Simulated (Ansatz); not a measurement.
```yaml
crystal:
  periodic: [false, false, false]
  atoms:
    - {symbol: F, position_ang: [1.769083, -0.876926, 1.361236]}
    - {symbol: Si, position_ang: [0.212606, -0.992071, 1.008209]}
    - {symbol: F, position_ang: [0.046907, -2.388352, 0.244382]}
    - {symbol: Si, position_ang: [-0.386251, 0.773298, -0.456937]}
    - {symbol: H, position_ang: [0.428075, 0.766448, -1.701291]}
    - {symbol: H, position_ang: [-0.184477, 2.045032, 0.282159]}
    - {symbol: H, position_ang: [-1.824743, 0.604371, -0.783257]}
basis:
  gaussian: {orbitals: "6-31G*"}
magnetization: {spin_polarized: true, initial_magnetization: 1}
hamiltonian: {xc: {name: B97}}
output: {forces: true}
```

```sh
$ ansatz run in.yaml --threads 4 --pin off --events-out ev --progress --plain --max-ram 10444MiB
```

Shortened log:

```
Functional definition: B97
  name "B97"
  cite "Becke, J. Chem. Phys. 107, 8554 (1997) doi:10.1063/1.475007"
  parameter cx = 0.1943
  parameter cx0 = 0.8094
  parameter cx1 = 0.5073
  parameter cx2 = 0.7481
  parameter css0 = 0.1737
  parameter css1 = 2.3487
  parameter css2 = -2.4868
  parameter cos0 = 0.9454
  parameter cos1 = 0.7471
  parameter cos2 = -4.5961
  exchange = spin_sum(e_x_unif_s*poly(b97_u_x, cx0, cx1, cx2)) + cx*exact_x
  correlation = spin_sum(e_c_pw_same_spin*poly(b97_u_same, css0, css1, css2))
      + integral(e_c_pw_opposite_spin*poly(b97_u_opposite, cos0, cos1, cos2))
678 factors; integrals over basis functions are off by at most 9.1e-4 eV
mean field evaluation 1: about -21231.8517 eV, gradient 2.8e1 eV
mean field evaluation 2: about -21227.9190 eV, gradient 4.6e1 eV
mean field evaluation 4: about -21234.2739 eV, gradient 6.8e-1 eV
mean field evaluation 8: about -21234.3978 eV, gradient 4.8e-2 eV
mean field evaluation 16: about -21234.3978 eV, gradient 7.8e-5 eV
mean field -21234.39781676 eV, -780.3497265740 hartree, gradient 7.8e-5 eV, S^2 0.752548; 0 other end points of the search recorded, 0 dependent functions left out
the calculation of the forces begins
reference -21234.39784279 eV, -780.3497275308 hartree; 25, 24 occupied and 49, 50 virtual orbitals, 678 factors
Total energy: -21234.39784279 eV, -780.3497275308 hartree
Atom 0 at     1.769083    -0.876926     1.361236 Å, force     0.718293     0.089550     0.178733 eV/Å
Atom 1 at     0.212606    -0.992071     1.008209 Å, force    -0.563747     0.433501     0.283235 eV/Å
Atom 2 at     0.046907    -2.388352     0.244382 Å, force    -0.115005    -0.641751    -0.361929 eV/Å
Atom 3 at    -0.386251     0.773298    -0.456937 Å, force     0.000962    -0.011266     0.013410 eV/Å
Atom 4 at     0.428075     0.766448    -1.701291 Å, force     0.009701     0.036020    -0.063739 eV/Å
Atom 5 at    -0.184477     2.045032     0.282159 Å, force    -0.001257     0.067829    -0.009360 eV/Å
Atom 6 at    -1.824743     0.604371    -0.783257 Å, force    -0.048947     0.026117    -0.040350 eV/Å
Dipole moment:    -0.204296     0.244550    -0.015928 e Å
```

Run time 2.6 s (4 threads of an Intel Xeon Platinum 8488C on a shared host); peak host memory 0.37 GiB.
